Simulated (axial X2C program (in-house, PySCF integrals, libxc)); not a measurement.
**NaCo: a run with one poor setting**

Computed with an in-house all-electron X2C program for linear molecules (integrals from PySCF). Two-component (2c) means X2C with spin–orbit coupling and atomic mean-field two-electron Coulomb and Gaunt terms. Basis: Co dyall-v3z [9s10p6d3f2g], Na dyall-v3z [9s8p4d2f] (cores contracted in-house); Gaussian nuclei, density fitting, unrestricted open shells. Masses: Co 58.933 u, Na 22.990 u.

One setting of this run was spoiled on purpose, so its numbers are not properties of NaCo. Level: B97-3, 2c; state Ω = 3 (⟨Sz⟩ = 1.00, ⟨Lz⟩ = 2.00 at B97-3).

```
R (Å)  E − E(lowest point) (eV)  SCF iterations
2.284                    0.2305              12
2.389                    0.0875              11
2.467                    0.0295              11
2.546                    0.0058              11
2.625                    0.0000              11
2.717                    0.0001              11
2.809                    0.0095              11
2.927                    0.0488              12
3.071                    0.1348              12
3.281                    0.2746              13
```

Fit: Re 2.671 Å, ωe 112.2 cm⁻¹, residual 9.7 microhartree, De 0.97 eV.

Output at the reference distance:

```
two-component X2C + atomic mean field  B97-3
basis functions 175  fitting functions 933  grid points 1064
iter        total energy     max residual
   1      -1555.241460859     1.06e-02
   2      -1555.241872352     7.17e-03
   3      -1555.241158064     1.39e-02
   4      -1555.242095706     1.18e-03
   5      -1555.242108296     2.74e-04
   6      -1555.242111228     8.77e-05
   7      -1555.242112514     6.31e-05
   8      -1555.242113063     2.69e-05
   9      -1555.242113100     1.78e-05
  10      -1555.242113106     1.04e-05
  11      -1555.242113108     7.05e-06
converged
one-electron -2279.44559174  Coulomb 739.09500472  exact exchange -19.55086507  xc functional -54.80262227  nuclear repulsion 59.87262158  atomic mean-field constant -0.41066033
```

Which setting was spoiled?
A. density fitting set too sparse
B. virtual space cut too low
C. an excited determinant was followed
D. too few iterations allowed
E. integration grid too coarse

E. Integration grid too coarse: 45 radial and 14 angular points an atom against the usual 100 and 30 (atoms up to Ar take three quarters of the radial points).
